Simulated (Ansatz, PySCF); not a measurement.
The Ansatz (a quantum-chemistry and plane-wave program) input:
Ansatz 0.2 input:
```yaml
crystal:
  periodic: [false, false, false]
  atoms:
    - {symbol: Li, position_ang: [-0.00000000, -0.00000000, 0.00000000]}
    - {symbol: O, position_ang: [1.56474128, -0.33763891, -0.97885944]}
    - {symbol: H, position_ang: [1.81743891, 0.06481306, -1.81266588]}
    - {symbol: H, position_ang: [2.29587622, -0.91209539, -0.74108161]}
    - {symbol: O, position_ang: [0.45257509, 0.32010193, 1.79256566]}
    - {symbol: H, position_ang: [1.15256609, 0.88211730, 2.13204786]}
    - {symbol: H, position_ang: [0.05001919, -0.08104729, 2.56592516]}
    - {symbol: O, position_ang: [-0.87446830, 1.50184443, -0.70735395]}
    - {symbol: H, position_ang: [-1.37706481, 1.56104858, -1.52282219]}
    - {symbol: H, position_ang: [-0.94335988, 2.36896344, -0.30187222]}
    - {symbol: O, position_ang: [-1.14284807, -1.48430744, -0.10635227]}
    - {symbol: H, position_ang: [-2.07137750, -1.53107049, 0.13185595]}
    - {symbol: H, position_ang: [-0.92409821, -2.35272921, -0.45138705]}
basis:
  gaussian:
    orbitals: STO-3G
hamiltonian:
  xc: b3lyp
total_charge: 1
accuracy: high
```

Problem. Give the equivalent PySCF input.

Solution. One answer among several that fit: 
```python
from pyscf import gto, scf, dft

mol = gto.Mole()
mol.atom = '''
    Li   -0.00000000   -0.00000000    0.00000000
    O     1.56474128   -0.33763891   -0.97885944
    H     1.81743891    0.06481306   -1.81266588
    H     2.29587622   -0.91209539   -0.74108161
    O     0.45257509    0.32010193    1.79256566
    H     1.15256609    0.88211730    2.13204786
    H     0.05001919   -0.08104729    2.56592516
    O    -0.87446830    1.50184443   -0.70735395
    H    -1.37706481    1.56104858   -1.52282219
    H    -0.94335988    2.36896344   -0.30187222
    O    -1.14284807   -1.48430744   -0.10635227
    H    -2.07137750   -1.53107049    0.13185595
    H    -0.92409821   -2.35272921   -0.45138705
'''
mol.basis = 'sto-3g'
mol.charge = 1
mol.verbose = 3
mol.build()

mf = dft.RKS(mol)
mf.xc = 'b3lyp'
mf.grids.atom_grid = (99, 590)
mf.grids.prune = None
mf.kernel()
```

Both were run: Ansatz gave -308.881734 Eh and PySCF -308.881732 Eh, 0.002 mEh apart.
